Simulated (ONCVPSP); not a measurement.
**nitrogen (N): excitation energies, all-electron against ONCV**

- Element: N
- Generator: ONCVPSP 4.0.1
- Type: optimised norm-conserving Vanderbilt (ONCV)
- Functional: BLYP
- Relativity: scalar-relativistic
- Frozen core: [He]
- Valence charge: 5
- Reference configuration: 2s2 2p3
- Partial waves: 2s: rc 1.15 bohr, ncon 4, nbas 7, qcut 4.4 1/bohr, 3 projectors, debl 0.9 Ha; 2p: rc 2.25 bohr, ncon 4, nbas 8, qcut 6.2 1/bohr, 2 projectors, debl 3.3 Ha
- Local potential: polynomial inside 1.00 bohr (lpopt 5, dvloc0 6 Ha)
- Core correction: Teter function, fcfact 4.5, rcfact 1.2

Energies are relative to the spin-unpolarised reference configuration 2s2 2p3; without spin polarisation the order of configurations can differ from experiment.

```
valence configuration  charge  ΔE all-electron (eV)  error AE − PS (meV)
              2s2 2p2      +1                13.574                 +106
              2s1 2p3      +1                25.231                 -115
```

Question: What are ΔE and the potential's error for 2s2 2p0?

Answer: ΔE = 89.607 eV all-electron; the error (AE − PS) is +2884 meV.

Question: What are ΔE and the potential's error for 2s2 2p1?

Answer: ΔE = 42.447 eV all-electron; the error (AE − PS) is +803 meV.

Note: ghosts flagged at negative energy: s at -294.3 eV; no localised positive-energy state flagged. A true bound ghost makes a file unfit for plane-wave use.
